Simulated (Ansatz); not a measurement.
Consider the ligand exchange at a Zn–O bond: `C[O][Zn][OH]` + H₂S → `[OH][Zn][SH]` + CH₃OH.

Program: Ansatz. Geometries: PBE0-D4/def2-TZVP. ΔE: electronic, gas phase. CCSD(T)/CBS is the MP2 limit (def2-TZVPP, def2-QZVPP) plus CCSD(T) − MP2 in def2-TZVPP, frozen cores. This one scheme is used for every species. DFT in def2-TZVPP. B3LYP here is the variant with VWN-RPA as its local correlation; programs differ in this. HSE06 is defined as in plane-wave codes. For Zn outer-core shells are correlated without core-valence functions, which leaves a few kJ/mol of doubt a bond. Scalar relativity is left out up to krypton. One conformer a species, not always the lowest.

Problem. Is it downhill or uphill in electronic energy at CCSD(T)/CBS, and by how much? (Best estimate.)

Solution. The calculation gave: Downhill: ΔE = -16.9 kcal/mol.

Problem. What do these levels give: r2SCAN-D4, B3LYP-D4, ωB97M-V, PBE, PBE0, r2SCANh, HSE06, LC-ωPBE, RPA@PBE/def2-TZVPP, MP2/def2-SVP, CCSD/def2-SVP, MP2/def2-TZVPP? (Estimate.)

Solution. Computed: r2SCAN-D4 -16.6, B3LYP-D4 -15.9, ωB97M-V -17.1, PBE -16.8, PBE0 -18.4, r2SCANh -17.3, HSE06 -18.4, LC-ωPBE -16.6, RPA@PBE/def2-TZVPP -13.4, MP2/def2-SVP -12.6, CCSD/def2-SVP -12.4, MP2/def2-TZVPP -15.7 kcal/mol.

Largest T1 diagnostic among the species: 0.017.

In def2-TZVPP, CCSD(T) changes the Hartree–Fock value by +2.7 kcal/mol (the triples alone add +0.2 kcal/mol) and MP2 by +2.5 kcal/mol. At CCSD(T), def2-SVP lies +4.6 kcal/mol from the extrapolated value and def2-TZVPP +1.5 kcal/mol.
